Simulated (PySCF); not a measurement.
## Dipole response of Cl⁻ (chlorine, charge -1)

[Ar], closed-shell 1S. All numbers are calculated (PySCF 2.14, scalar relativity by spin-free X2C-1e, in x2c-QZVPPall with one added diffuse shell each of s, p, d, f type (10s7p5d3f1g, 86 functions)). Coupled (time-dependent) response in atomic units; α is the mean over directions.

```csv
method,mean α (bohr³),C₆ (like pair),S(−4)
UHF,28.16,246.3,220.5
PBE0,31.99,290.1,312.2
M06,38.25,352.2,514.4
LC-wPBE,30.17,268.6,264.5
```

S(−4) is the Cauchy moment in α(ω) = α(0) + S(−4) ω² + …

α(iu) at LC-wPBE:

```tsv
u (hartree)	α(iu) (bohr³)
0	30.17
0.0500	29.53
0.100	27.82
0.200	23.05
0.300	18.44
0.500	11.85
0.750	7.320
1.00	4.895
1.50	2.600
2.00	1.608
3.00	0.8016
5.00	0.3338
```

For an ion, C₆ is the dispersion term alone; charge-induced terms of lower order in 1/R come first.
